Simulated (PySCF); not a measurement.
Isomers of FH7Si3. Method: PBE0-D3(BJ)/def2-SVP geometry optimisation, gas phase (PySCF 2.14.0). One conformer each; no zero-point energy, no entropy. No frequencies were run at this level. Point groups hold within 0.08 Å.

Question: Rank from lowest to highest electronic energy at this level (kJ/mol).
A. `F[SiH]([SiH3])[SiH3]`
B. `[F:1][SiH2:2][SiH2:3][SiH3:4]` with F1–Si2–Si3–Si4 33°

Answer: B (0.0), A (10.0).

Neighbours about 10 kJ/mol apart or less (F[SiH2][SiH2][SiH3] and F[SiH]([SiH3])[SiH3]) can change places with a better method, another conformer or zero-point energy.

```tsv
SMILES	E (Eh)	E rel (kJ/mol)	dipole (D)	point group	A, B, C (MHz)
F[SiH2][SiH2][SiH3]	-971.75409	0.0	1.35	C1	4698, 1748, 1366
F[SiH]([SiH3])[SiH3]	-971.75027	10.0	1.28	Cs	3775, 1920, 1403
```

Q: As an exercise, what shares would exp(−E/RT) give at 500 K from these electronic energies alone (no entropy, no degeneracies)?

A: RT = 4.157 kJ/mol: F[SiH2][SiH2][SiH3] 91.8 %, F[SiH]([SiH3])[SiH3] 8.2 %.
